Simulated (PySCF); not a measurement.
CH2Cl, SMILES [CH2]Cl, multiplicity 2.

Geometry optimised at r2SCAN-D4/def2-TZVP. The isomer is the one that the SMILES or the coordinates give; other isomers of the formula were not compared.

Two levels are set side by side: PBE/def2-TZVPD (PySCF) and M06-2X/def2-TZVPD (PySCF). Same geometry, gas phase. Differences are taken from unrounded values.

```tsv
quantity	M06-2X	PBE	PBE minus M06-2X
α-spin orbital gap (eV)	8.07	4.39	-3.68
β-spin orbital gap (eV)	9.29	4.49	-4.80
dipole moment (D)	1.14	0.96	-0.19
mean polarisability (bohr³)	28.6	29.8	1.2
```

Loosely held outer electrons make PBE densities more polarisable. Differences between two approximate levels are no errors against the true value.

Rough cost on one machine, each run with all the roots and properties that it gave: M06-2X against PBE within a factor of 2.
